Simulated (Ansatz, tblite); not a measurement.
Removing and adding an electron: Al₇As₇. Charge 0, multiplicity 1. Geometry: PBE-D4/def2-SVP. Ansatz, gas phase; energy differences of separate SCF runs; the oxidised species was run as a doublet alone; the reduced species was run as a doublet alone.

```xyz
14

Al    2.316    0.745   -1.006
Al    1.308    0.733    1.822
Al    1.345   -1.797    0.942
Al   -1.335   -1.435    1.757
Al   -2.033   -0.956   -0.938
Al    0.025    1.316   -2.280
Al   -1.812    1.510    0.086
As    3.353   -0.331    0.858
As    2.060    0.851   -3.321
As    0.547   -1.127    3.223
As   -3.276   -0.176    1.096
As   -2.353    1.090   -2.316
As    0.454    2.393    0.255
As   -0.600   -2.814   -0.180
```

The xTB rows come from tblite. LC-ωPBE has ω = 0.4 bohr⁻¹. Single mean-field runs in def2-TZVP are fitted with def2-universal-jkfit. HOMO above LUMO, or a gap near zero within one spin, warns that the state may not be the lowest or that an electron is smeared out.

```tsv
level	−HOMO (eV)	vertical IE (eV)	−LUMO (eV)	vertical EA (eV)	HOMO–LUMO gap (eV)	IE − EA (eV)	remarks
GFN1-xTB	8.37	10.35	7.23	5.31	1.14	5.04	–
GFN2-xTB	7.91	9.80	6.50	4.65	1.41	5.14	–
PBE-D4/def2-TZVP	5.22	7.01	4.22	2.68	1.00	4.33	gap within one spin near zero (+1 doublet)
PBE0-D4/def2-TZVP	5.94	7.08	3.72	2.67	2.22	4.40	–
LC-ωPBE/def2-TZVP	8.03	7.05	2.07	2.51	5.95	4.54	–
```

Relaxing the reduced species (PBE-D4/def2-SVP) changes its energy by -0.07 eV at PBE-D4/def2-TZVP, so the adiabatic electron affinity to this nearest minimum is 2.75 eV. At PBE0-D4/def2-TZVP it is 2.73 eV.     Raw xTB energy differences between charge states are shifted by several eV; the methods need an empirical correction for them. Sets without diffuse functions give affinities that are too small.
